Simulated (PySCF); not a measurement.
A PySCF script (with the pyscf-properties extension) for the NMR shieldings of `O=[P@]([O-])(O)c1ccccn1`, [C₅H₅NO₃P]-, on a GFN2-xTB geometry:

```python
import basis_set_exchange as bse
import numpy as np
from pyscf import gto, dft
from pyscf.prop import nmr

atoms = """
O     2.640080   -1.323016    0.801099
P     2.258225   -0.335205   -0.235432
O     2.598778   -0.546069   -1.675095
O     2.789644    1.159383    0.219880
C     0.428281   -0.045266   -0.179252
C    -0.389915   -1.149384    0.029583
C    -1.760062   -0.996932   -0.026897
C    -2.271619    0.266707   -0.294889
C    -1.374084    1.300502   -0.498412
N    -0.059269    1.158592   -0.448424
H     2.540589    1.704670   -0.524667
H     0.088046   -2.094426    0.237389
H    -2.427624   -1.836391    0.131825
H    -3.338523    0.439882   -0.348654
H    -1.726961    2.304942   -0.715621
"""
names = dict.fromkeys(["O", "P", "C", "N", "H"], "pcSseg-1")
basis = {el: gto.basis.parse(bse.get_basis(n, elements=[el], fmt="nwchem")) for el, n in names.items()}
mol = gto.M(atom=atoms, basis=basis, charge=-1, verbose=0)
mf = dft.RKS(mol, xc="PBE0")
mf.grids.level = 2
mf.grids.alignment = dft.numint.BLKSIZE   # the property module wants whole blocks of grid points
mf.conv_tol = 1e-9
mf.kernel()

calc = nmr.RKS(mf)   # GIAO
C = mf.mo_coeff
Co = C[:, mf.mo_occ > 0]
resp = mf.gen_response(singlet=True, hermi=2)
def vind(x):   # induced exchange potential for any number of trial vectors
    d = np.einsum("pi,xij,qj->xpq", C, 2 * x.reshape(-1, C.shape[1], Co.shape[1]), Co, optimize=True)
    return np.einsum("xpq,pi,qj->xij", resp(d - d.transpose(0, 2, 1)), C, Co, optimize=True).ravel()
mo1, _ = nmr.rhf.solve_mo1(calc, with_cphf=vind)
sigma = calc.kernel(mo1)
for i, s in enumerate(sigma):   # ppm
    w = np.linalg.eigvalsh((s + s.T) / 2)
    print("%2d %-2s iso %8.1f  s11 %8.1f  s22 %8.1f  s33 %8.1f" % (i, mol.atom_pure_symbol(i), w.mean(), *w))
```

Q: What does it print?

A: 
```
 0 O  iso    195.3  s11    165.9  s22    182.8  s33    237.3
 1 P  iso    321.4  s11    197.7  s22    280.1  s33    486.5
 2 O  iso    130.2  s11     90.8  s22    142.0  s33    157.8
 3 O  iso    226.9  s11    172.7  s22    215.5  s33    292.4
 4 C  iso      3.9  s11    -95.3  s22    -41.4  s33    148.5
 5 C  iso     56.8  s11    -55.0  s22     45.9  s33    179.6
 6 C  iso     50.2  s11    -64.0  s22     37.5  s33    177.3
 7 C  iso     65.9  s11    -45.1  s22     69.2  s33    173.6
 8 C  iso     35.6  s11    -74.3  s22     39.7  s33    141.4
 9 N  iso    -84.8  s11   -392.1  s22   -158.7  s33    296.5
10 H  iso     29.2  s11     21.6  s22     26.2  s33     39.9
11 H  iso     23.7  s11     19.3  s22     21.6  s33     30.1
12 H  iso     24.4  s11     21.3  s22     24.5  s33     27.4
13 H  iso     25.2  s11     22.8  s22     24.9  s33     27.9
14 H  iso     23.3  s11     19.1  s22     23.5  s33     27.2
```

These numbers come from an equivalent density-fitted implementation of the same equations, which agrees with the script to about 0.01 ppm for H and up to a few tenths of a ppm for heavy atoms, so last digits may differ.

Q: Turn these shieldings into chemical shifts. Referencing at the same level of theory: H2O for 17O (σref 336.08); 31P (σref 318.38) against H3PO4; 13C (σref 186.93), 1H (σref 31.72) vs TMS; NH3 for 15N (σref 267.73).

A: Averaging equivalent atoms: O 0/2: 173.3; O 3: 109.2; P 1: -3.0; C 4: 183.0; C 8: 151.3; C 6: 136.7; C 5: 130.1; C 7: 121.1; N 9: 352.5; H 14: 8.43; H 11: 8.04; H 12: 7.33; H 13: 6.54; H 10: 2.49 ppm. Experimental scales use liquid or dissolved standards, which lie at an offset from isolated NH3 (liquid NH3: subtract about 20 ppm) and H2O (liquid H2O: subtract about 36 ppm) and H3PO4. Unscaled 15N shifts of sp2 nitrogen come out 20 to 40 ppm too high even then.

Size and cost of the density-fitted run: 202 basis functions, roughly 90 core-seconds.
